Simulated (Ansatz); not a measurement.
**Bend profile**

BSnH₆O (SMILES [BH2][SnH2][OH2+]) (charge +1), singlet, at its PBE0-D4/def2-TZVP minimum:

B1  (-1.294, 0.556, -1.288)
Sn2  (0.590, 0.706, -0.090)
O3  (0.479, -1.201, 1.062)
H4  (-2.034, -0.350, -1.082)
H5  (-1.504, 1.397, -2.100)
H6  (0.711, 1.733, 1.254)
H7  (2.105, 0.304, -0.729)
H8  (1.255, -1.620, 1.457)
H9  (-0.309, -1.525, 1.516)
(Å)

The angle H6–Sn2–H7 (112.3° at the minimum) is set to the values below, H6, with anything bonded beyond it, turning rigidly in the plane of the angle. Each method's energies count from its own value at the PBE0-D4 minimum structure. Computed with Ansatz 0.2.0 (basis: def2-TZVPP); correlated methods freeze the cores. Filled d shells of the heavier atoms are correlated. Core potentials replace the inner electrons of the atoms past krypton. The def2 sets are not built for correlating such inner shells, so the correlated values are less sure here.

CCSD(T) energies along the scan:
```json
{"angle (°)": "94.3", "CCSD(T) (kJ/mol)": "15.7"}
{"angle (°)": "98.8", "CCSD(T) (kJ/mol)": "8.8"}
{"angle (°)": "103.3", "CCSD(T) (kJ/mol)": "3.9"}
{"angle (°)": "107.8", "CCSD(T) (kJ/mol)": "1.0"}
{"angle (°)": "112.3", "CCSD(T) (kJ/mol)": "0.0"}
{"angle (°)": "116.8", "CCSD(T) (kJ/mol)": "0.9"}
{"angle (°)": "121.3", "CCSD(T) (kJ/mol)": "3.6"}
{"angle (°)": "125.8", "CCSD(T) (kJ/mol)": "8.1"}
{"angle (°)": "130.3", "CCSD(T) (kJ/mol)": "14.5"}
```
They count from the CCSD(T) energy at the PBE0-D4 minimum.

Minimum and curvature along this coordinate at CCSD(T): A fifth-order fit through the nearest points gives 112.4°, with a curvature of about 0.95 meV/deg².

Largest difference from the CCSD(T) curve over the scan: r2SCAN-D4 1.7; PBE0-D4 0.4; wB97M-V 0.5; HF 3.8 kJ/mol. Each curve counts from its own value at the minimum.

The T1 diagnostic stays at or below 0.013.

For scale, one of the runs: CCSD(T)/def2-TZVPP, 196 basis functions, launched by `ansatz run in.yaml --threads 2 --pin off --events-out ev --progress --plain --max-ram 4352MiB`. Hardware: 2 CPU threads of an Intel Xeon Platinum 8259CL, shared host. Wall time 110 s; peak host memory 2.6 GiB.
